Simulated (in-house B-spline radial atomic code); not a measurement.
Configurations of Pd2+, with energies counted from [Kr] 4d8. All numbers are computed (scalar-relativistic (X2C) LC-wPBE, spin-polarised, spherical fractional occupations, exact exchange averaged over the configuration; Fermi nucleus of rms radius 4.5318 fm) with a radial B-spline atomic code at the basis-set limit, not measured. Shells without spins written out take the highest spin.

Occupations are held fixed; configurations that lie above the ionisation limit could autoionise.

```
            configuration  E - E(ref) (eV)  highest orbital  its <r> (bohr)
             [Kr] 4d7 5s1           6.7995            5s up           2.492
             [Kr] 4d7 5f1           27.795            5f up           9.453
[Ar] 3d10 4s2 4p5 4d8 5s1           56.919            5s up           2.479
```

Question: Order these further configurations by energy, lowest first.
A. [Ar] 3d10 4s2 4p5 4d9
B. [Kr] 4d7 5d1
C. [Kr] 4d7 5p1
D. [Ar] 3d10 4s2 4p5 4d8 4f1

Answer: C (13.49 eV), B (21.383 eV), A (49.402 eV), D (75.209 eV).
